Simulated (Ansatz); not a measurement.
Task: Name a neutral molecule of C, N, Si and H with HOMO energy (PBE/def2-TZVPP) between -5.05 and -4.75 eV and HOMO–LUMO gap (PBE/def2-TZVPP) between 3.80 and 4.10 eV (Ansatz, PBE0-D4/def2-TZVP geometry).

Result: `C=CCN([SiH3])C=C` (-4.93 eV, 3.87 eV). Other molecules can fit too; these were computed, each in one conformer that needn't be the lowest.
